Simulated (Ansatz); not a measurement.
Two members of one family (Series SiX2), computed with Ansatz in the gas phase; def2 core potentials for I, no spin–orbit coupling. Binding counts from free atoms in the multiplicity of their measured ground term, without zero-point energy. A dash marks a value that wasn't run or was left out as unsound. The structures are stationary points that may keep the symmetry of their start.

First: SiI2 (singlet, charge 0, r2SCAN-D4/def2-TZVP geometry).

```
atom   x (Å)   y (Å)   z (Å)
 Si1   0.937   0.226  -0.357
  I2  -1.235   0.325  -1.558
  I3   0.298  -0.552   1.915
```

```json
{"level": "PBE-D4/def2-SVP", "HOMO (eV)": "-6.16", "LUMO (eV)": "-3.96", "gap (eV)": "2.20", "vertical IE (eV)": "–", "vertical triplet (eV)": "–", "binding per atom (eV)": "2.27"}
{"level": "PBE-D4/def2-TZVP", "HOMO (eV)": "-6.16", "LUMO (eV)": "-3.94", "gap (eV)": "2.22", "vertical IE (eV)": "8.76", "vertical triplet (eV)": "1.80", "binding per atom (eV)": "2.31"}
{"level": "B3LYP-D4/def2-TZVP", "HOMO (eV)": "-6.93", "LUMO (eV)": "-3.40", "gap (eV)": "3.53", "vertical IE (eV)": "–", "vertical triplet (eV)": "–", "binding per atom (eV)": "2.15"}
{"level": "PBE0-D4/def2-TZVP", "HOMO (eV)": "-7.14", "LUMO (eV)": "-3.29", "gap (eV)": "3.85", "vertical IE (eV)": "8.95", "vertical triplet (eV)": "1.73", "binding per atom (eV)": "2.20"}
{"level": "ωB97X-V/def2-TZVP", "HOMO (eV)": "-9.18", "LUMO (eV)": "-1.34", "gap (eV)": "7.84", "vertical IE (eV)": "–", "vertical triplet (eV)": "–", "binding per atom (eV)": "2.13"}
```

Second: SiF2 (singlet, charge 0, r2SCAN-D4/def2-TZVP geometry).

Cartesian coordinates in Å:
```
Si 0.078 0.053 -0.676
F 0.019 1.201 0.442
F -0.098 -1.254 0.235
```

Problem. Estimate how these quantities change from the first to the second (second minus first).

Solution. 
```csv
level,Δ HOMO (eV),Δ LUMO (eV),Δ gap (eV),Δ vertical IE (eV),Δ vertical triplet (eV),Δ binding per atom (eV)
PBE-D4/def2-SVP,-0.75,1.19,1.94,–,–,1.99
PBE-D4/def2-TZVP,-0.93,0.98,1.91,2.09,1.34,2.05
B3LYP-D4/def2-TZVP,-1.20,1.05,2.25,–,–,2.09
PBE0-D4/def2-TZVP,-1.17,1.15,2.32,2.03,1.34,1.96
ωB97X-V/def2-TZVP,-1.46,1.38,2.83,–,–,2.15
```
